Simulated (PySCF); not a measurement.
Al(GeH3)(H)(OMe) (CH7AlGeO), SMILES C[O][AlH][GeH3]. Atoms are numbered in the order given.

```xyz
11

Al     1.2578    -0.0034    -0.2536
Ge    -0.7084     0.0392     1.2591
H     -0.7352    -1.1838     2.2091
H     -0.7107     1.2892     2.1735
H     -2.0599     0.0414     0.5049
H      2.7665     0.0174     0.2112
O      1.0194    -0.0605    -1.9365
C     -0.0249    -0.0956    -2.8642
H      0.0372    -1.0096    -3.4818
H     -1.0237    -0.0782    -2.3861
H      0.0365     0.7701    -3.5479
```
Charge 0, spin multiplicity 1.

The structure is a stationary point at B3LYP-D3(BJ)/def2-SVP. The structure was generated by enumeration; whether it is a known compound was not checked. Other conformers were not sampled.

The numbers are results of PBE/def2-TZVP run with PySCF, not measurements.

Gas-phase values at a fixed geometry.

```
Quantity                                                                                                       Result
---------------------------------------------------------------------------------------------  ----------------------
total energy                                                                                      -2436.45800 hartree
highest occupied level                                                                                       -6.23 eV
lowest empty level                                                                                           -2.13 eV
orbital gap                                                                                                   4.10 eV
dipole moment                                                                                                  0.78 D
quadrupole, principal values (traceless, Buckingham form, about the centre of nuclear charge)   -8.13, 3.21, 4.92 D·Å
mean static polarisability                                                                      82.2 bohr³ (12.19 Å³)
polarisability, principal values                                                               66.9, 82.6, 97.2 bohr³
```
